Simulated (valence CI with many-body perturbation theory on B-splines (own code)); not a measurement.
# Level structure of Pm⁴⁸⁺

Method: valence CI with perturbative core correlation (CI+MBPT): three valence electrons over a frozen Dirac-Fock core [Ne], radial functions for each j: 11 s, 11 p, 10 d, 8 f, 5 g, 2 h, with the one-electron correlation potential Σ1 (screened to all orders), the two-electron term Σ2, the three-electron term Σ3, Breit, model QED; selected single and double excitations, second order for the rest, scaled by the run's own slope (own B-spline code, finite nucleus).

No measured spectrum was set against this ion. As an estimate, large intervals hold to a few tenths of a per cent, small ones and those within an open d or f shell to about a per cent.

Levels 91 to 135 of 158, with energies above the lowest level, (3s^2 3p1/2) J=1/2. "Leading %" is the weight of the configuration and term that name the level; weights of strongly mixed levels are sums over their largest components and can fall short, so below about 35 % the name and the second component can differ from the true leading terms, or belong to a minority configuration. In the jj column 3d3/2^4 stands for four electrons in 3d with j = 3/2. Lifetimes count E1, E2, E3, M1 and M2 decay at the calculated energies, and are blank where another channel may lead or the interval is too uncertain; long ones can be off by a factor of two.

| No. | Configuration | Term | J | E (Ry) | Leading % | g | Lifetime | Leading jj |
| --- | --- | --- | --- | --- | --- | --- | --- | --- |
| 91 | 3p2 3d | 2P | 3/2 | 67.772 | 45 | 1.178 | 880 fs | 3p3/2^2 3d5/2 (88 %) |
| 92 | 3p2 3d | 2D | 5/2 | 67.830 | 51 | 1.128 | 916 fs | 3p3/2^2 3d5/2 (88 %) |
| 93 | 3p 3d2 | 4D° | 5/2 | 68.093 | 29 | 1.142 | 1.37 ps | 3p1/2 3d3/2 3d5/2 (97 %) |
| 94 | 3p 3d2 | 2F° | 7/2 | 68.339 | 36 | 1.168 | 1.71 ps | 3p1/2 3d3/2 3d5/2 (87 %) |
| 95 | 3p 3d2 | 4D° | 3/2 | 68.680 | 29 | 1.356 | 1.27 ps | 3p1/2 3d3/2 3d5/2 (95 %) |
| 96 | 3p 3d2 | 2F° | 7/2 | 69.666 | 36 | 1.155 | 3.43 ps | 3p1/2 3d5/2^2 (88 %) |
| 97 | 3p 3d2 | 4G° | 9/2 | 69.761 | 32 | 1.099 | 5.67 ps | 3p1/2 3d5/2^2 (92 %) |
| 98 | 3p 3d2 | 2P° | 3/2 | 70.194 | 28 | 1.356 | 3.25 ps | 3p1/2 3d5/2^2 (97 %) |
| 99 | 3p 3d2 | 2F° | 5/2 | 70.245 | 39 | 1.101 | 4.17 ps | 3p1/2 3d5/2^2 (96 %) |
| 100 | 3p 3d2 | 2P° | 1/2 | 71.935 | 75 | 0.656 | 2.87 ps | 3p1/2 3d5/2^2 (93 %) |
| 101 | 3p 3d2 | 4F° | 3/2 | 75.204 | 32 | 0.860 | 787 fs | 3p3/2 3d3/2^2 (96 %) |
| 102 | 3p 3d2 | 4F° | 5/2 | 75.587 | 41 | 0.995 | 831 fs | 3p3/2 3d3/2^2 (87 %) |
| 103 | 3p 3d2 | 4D° | 1/2 | 75.701 | 76 | 0.223 | 768 fs | 3p3/2 3d3/2^2 (97 %) |
| 104 | 3p 3d2 | 2G° | 7/2 | 75.756 | 29 | 1.080 | 864 fs | 3p3/2 3d3/2^2 (86 %) |
| 105 | 3p 3d2 | 4G° | 9/2 | 76.716 | 50 | 1.183 | 1.32 ps | 3p3/2 3d3/2 3d5/2 (98 %) |
| 106 | 3p 3d2 | 4D° | 3/2 | 76.915 | 32 | 1.378 | 803 fs | 3p3/2 3d3/2^2 (70 %) |
| 107 | 3p 3d2 | 2F° | 7/2 | 76.982 | 37 | 1.183 | 1.22 ps | 3p3/2 3d3/2 3d5/2 (97 %) |
| 108 | 3p 3d2 | 4G° | 11/2 | 77.265 | 70 | 1.211 | 1.82 ps | 3p3/2 3d3/2 3d5/2 (74 %) |
| 109 | 3p 3d2 | 4D° | 5/2 | 77.621 | 42 | 1.406 | 1.21 ps | 3p3/2 3d3/2 3d5/2 (96 %) |
| 110 | 3p 3d2 | 2S° | 1/2 | 77.710 | 47 | 1.821 | 1.06 ps | 3p3/2 3d3/2 3d5/2 (97 %) |
| 111 | 3p 3d2 | 2F° | 5/2 | 77.902 | 50 | 1.049 | 1.06 ps | 3p3/2 3d3/2 3d5/2 (96 %) |
| 112 | 3p 3d2 | 4D° | 3/2 | 77.922 | 36 | 1.329 | 957 fs | 3p3/2 3d3/2 3d5/2 (86 %) |
| 113 | 3p 3d2 | 4D° | 7/2 | 78.088 | 43 | 1.192 | 1.24 ps | 3p3/2 3d3/2 3d5/2 (92 %) |
| 114 | 3p 3d2 | 2G° | 7/2 | 78.792 | 39 | 1.126 | 1.09 ps | 3p3/2 3d3/2 3d5/2 (75 %) |
| 115 | 3p 3d2 | 2D° | 5/2 | 78.985 | 55 | 1.247 | 1.14 ps | 3p3/2 3d3/2 3d5/2 (63 %) |
| 116 | 3p 3d2 | 2P° | 3/2 | 79.189 | 40 | 1.051 | 973 fs | 3p3/2 3d3/2 3d5/2 (89 %) |
| 117 | 3p 3d2 | 2G° | 9/2 | 79.206 | 73 | 1.068 | 1.25 ps | 3p3/2 3d3/2 3d5/2 (79 %) |
| 118 | 3p 3d2 | 2H° | 11/2 | 79.425 | 70 | 1.137 | 2.43 ps | 3p3/2 3d5/2^2 (74 %) |
| 119 | 3p 3d2 | 2D° | 5/2 | 79.750 | 62 | 1.176 | 1.19 ps | 3p3/2 3d3/2 3d5/2 (51 %) |
| 120 | 3p 3d2 | 2D° | 3/2 | 79.981 | 56 | 1.109 | 902 fs | 3p3/2 3d3/2 3d5/2 (84 %) |
| 121 | 3p 3d2 | 2F° | 7/2 | 80.056 | 54 | 1.193 | 1.85 ps | 3p3/2 3d5/2^2 (84 %) |
| 122 | 3p 3d2 | 2P° | 1/2 | 80.184 | 77 | 0.771 | 1.03 ps | 3p3/2 3d3/2 3d5/2 (58 %) |
| 123 | 3p 3d2 | 2G° | 9/2 | 80.235 | 53 | 1.204 | 1.52 ps | 3p3/2 3d5/2^2 (79 %) |
| 124 | 3p 3d2 | 2F° | 5/2 | 80.401 | 75 | 0.966 | 1.16 ps | 3p3/2 3d3/2 3d5/2 (73 %) |
| 125 | 3p 3d2 | 2P° | 1/2 | 81.448 | 83 | 0.725 | 1.18 ps | 3p3/2 3d5/2^2 (58 %) |
| 126 | 3p 3d2 | 2F° | 7/2 | 82.049 | 56 | 1.108 | 1.34 ps | 3p3/2 3d5/2^2 (90 %) |
| 127 | 3p 3d2 | 2P° | 3/2 | 82.114 | 75 | 1.292 | 1.70 ps | 3p3/2 3d5/2^2 (96 %) |
| 128 | 3p 3d2 | 2D° | 5/2 | 82.198 | 65 | 1.161 | 1.38 ps | 3p3/2 3d5/2^2 (94 %) |
| 129 | 3p 3d2 | 2P° | 3/2 | 83.240 | 57 | 1.231 | 1.13 ps | 3p3/2 3d5/2^2 (87 %) |
| 130 | 3d3 | 4F | 3/2 | 88.229 | 57 | 0.638 | 768 fs | 3d3/2^3 (94 %) |
| 131 | 3d3 | 4F | 5/2 | 90.065 | 87 | 1.043 | 1.01 ps | 3d3/2^2 3d5/2 (97 %) |
| 132 | 3d3 | 4P | 3/2 | 90.595 | 41 | 1.234 | 939 fs | 3d3/2^2 3d5/2 (95 %) |
| 133 | 3d3 | 4F | 7/2 | 90.635 | 45 | 1.066 | 1.10 ps | 3d3/2^2 3d5/2 (91 %) |
| 134 | 3d3 | 2G | 9/2 | 90.661 | 42 | 1.056 | 1.19 ps | 3d3/2^2 3d5/2 (98 %) |
| 135 | 3d3 | 4P | 1/2 | 90.933 | 62 | 1.910 | 929 fs | 3d3/2^2 3d5/2 (99 %) |
